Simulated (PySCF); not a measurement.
**Bonding in `Cc1cc(Cl)ccc1C[SiH3]`**

C8H11ClSi.
Numbering: `[CH3:1][c:2]1[cH:3][c:4]([Cl:5])[cH:6][cH:7][c:8]1[CH2:9][SiH3:10]` (hydrogens: H11, H12, H13 on C1; H14 on C3; H15 on C6; H16 on C7; H17, H18 on C9; H19, H20, H21 on Si10)

Structure used (GFN2-xTB), in Å, numbered top down from 1:
```xyz
21
C8H11ClSi angstrom
C     -0.013    1.548   -1.624
C      0.636    0.646   -0.618
C      1.986    0.348   -0.742
C      2.611   -0.480    0.173
Cl     4.296   -0.839   -0.013
C      1.905   -1.024    1.231
C      0.562   -0.721    1.355
C     -0.091    0.108    0.450
C     -1.550    0.365    0.622
Si    -2.589   -0.981   -0.254
H      0.691    1.816   -2.407
H     -0.874    1.062   -2.081
H     -0.360    2.466   -1.150
H      2.557    0.761   -1.559
H      2.394   -1.670    1.942
H      0.003   -1.140    2.180
H     -1.797    0.348    1.685
H     -1.819    1.351    0.246
H     -2.288   -1.003   -1.687
H     -4.003   -0.663   -0.049
H     -2.266   -2.281    0.330
```

Bond orders from the PBE0/pcSseg-1 density (PySCF). The structure is a single GFN2-xTB conformer in the gas phase; no vibrational or solvent corrections.

Problem. Where do the orders between heavy atoms depart from those drawn in the SMILES?

Solution. The largest departure is 0.152, at C3–C4 (drawn aromatic, 1.348), counting aromatic bonds as 1.5. The bonds drawn aromatic range from 1.35 to 1.44.

Problem. Set the Mayer orders of the bonds between heavy atoms beside their lengths.

Solution. 
```csv
bond,drawn as,length (Å),Mayer order
C1–C2,single,1.499,1.095
C2–C3,aromatic,1.388,1.431
C3–C4,aromatic,1.383,1.348
C4–Cl5,single,1.733,1.079
C4–C6,aromatic,1.383,1.360
C6–C7,aromatic,1.382,1.444
C7–C8,aromatic,1.391,1.422
C8–C9,single,1.492,1.077
C9–Si10,single,1.913,0.890
C8–C2,aromatic,1.399,1.367
```

Bonds between the same two heavy elements. C–C: lowest C8–C9 (1.077, 1.492 Å), highest C6–C7 (1.444, 1.382 Å); in 4 of the 28 pairs the longer bond (by over 0.003 Å) has the higher order (by 0.02 or more).

Problem. And the bonds to hydrogen?

Solution. C–H: 0.93 to 0.96 (8 bonds); H–Si: 0.94 to 0.95 (3 bonds).

Problem. Sum the orders of all bonds at each heavy atom with more than one neighbour and set the sums beside the valence in the SMILES.

Solution. C1 3.916 (drawn 4), C2 3.893 (drawn 4), C3 3.732 (drawn 4), C4 3.787 (drawn 4), C6 3.763 (drawn 4), C7 3.827 (drawn 4), C8 3.866 (drawn 4), C9 3.831 (drawn 4), Si10 3.715 (drawn 4). Orders between atoms that aren't bonded are not in these sums.

Mayer orders depend on the basis set.
